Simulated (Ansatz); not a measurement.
C2H6FGaN, SMILES `[CH2][N](C)[GaH][F]` radical, 11 atoms. Total charge 0; spin multiplicity 2. Correlated methods include outer-core shells of Ga, which these sets cover unevenly. Scalar relativity is left out up to krypton. Hardware: A = 2 threads of a server CPU on a shared host; B = 2 threads of an AMD EPYC 7R13 on a shared host and a share of an NVIDIA H100 80 GB. Correlated methods freeze the cores. Open-shell runs search over several starts.

Task: Give the basis size and wall time and peak host memory of each of these runs in Ansatz. UKS LC-ωPBE/def2-TZVPP energy [A]; UKS ωB97X-V/def2-TZVPP energy [A]; UHF-CCSD(T)/def2-SVP energy [B]; UKS PBE0-D4/def2-QZVPP energy [B]; direct RPA on PBE orbitals/def2-TZVPP energy [A]; UKS PBE0-D4/def2-TZVP relaxation (17 steps) [A]; UKS PBE-D4/def2-TZVPP energy and forces [A]; UHF-MP2/def2-QZVPP energy [B]; UHF-CCSD(T)/def2-TZVPP energy [B]; UKS PBE0-D4/def2-SVP energy [A]; UKS ωB97M-V/def2-SVP energy [A]; UKS revPBE-D4/def2-TZVPP energy [A]. (Best estimate.)

Result: Computed: Other jobs shared the machine, so times are rough.

```csv
level,job,functions,wall time,peak host memory (GiB)
UKS PBE0-D4/def2-SVP,energy [A],118,8 s,0.57
UHF-CCSD(T)/def2-SVP,energy [B],118,11 s,0.82
UKS revPBE-D4/def2-TZVPP,energy [A],256,14 s,0.44
UKS PBE-D4/def2-TZVPP,energy and forces [A],256,14 s,0.44
UKS LC-ωPBE/def2-TZVPP,energy [A],256,15 s,0.65
UHF-MP2/def2-QZVPP,energy [B],497,17 s,1.1
UKS ωB97M-V/def2-SVP,energy [A],118,28 s,0.66
UKS ωB97X-V/def2-TZVPP,energy [A],256,38 s,1.3
UHF-CCSD(T)/def2-TZVPP,energy [B],256,41 s,1.2
direct RPA on PBE orbitals/def2-TZVPP,energy [A],256,72 s,0.9
UKS PBE0-D4/def2-QZVPP,energy [B],497,2.1 min,2.5
UKS PBE0-D4/def2-TZVP,relaxation (17 steps) [A],208,4.7 min,0.81
```

LC-ωPBE has ω = 0.4 bohr⁻¹.
